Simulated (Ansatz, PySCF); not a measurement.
Ge2H6Te, SMILES [GeH3][Te][GeH3].

Geometry optimised at B3LYP-D3(BJ)/def2-SVP. This is a generated structure with no PubChem entry under its InChIKey; it may be hypothetical. The def2 effective core potentials stand for the cores of Te; spin–orbit coupling is left out.

Vertical ionisation energy (IE) and electron affinity (EA) in eV. Rows of orbital energies are one-electron estimates. Where ΔSCF, EOM or ADC give a negative EA the extra electron is unbound and the value depends on the basis.

| level | IE | EA |
|---|---|---|
| −ε(HOMO), −ε(LUMO), ωB97X/def2-TZVP (PySCF) | 8.48 | -0.88 |
| −ε(HOMO), −ε(LUMO), PBE/def2-TZVP (PySCF) | 5.35 | 1.80 |
| ΔSCF, PBE0/def2-SVPD (Ansatz), final states of multiplicity 2 and 2 | 8.17 | -0.25 |
| ΔSCF, PBE/def2-SVPD (Ansatz), final states of multiplicity 2 and 2 | 8.09 | -0.11 |

Q: What vertical singlet–triplet gap does ΔSCF give with PBE0/def2-SVPD (Ansatz, a quantum-chemistry and plane-wave program) and with PBE/def2-SVPD (Ansatz)? (Estimate from the structure and the level; the computed values follow.)

A: 3.62 and 3.46 eV (triplet above singlet where positive).
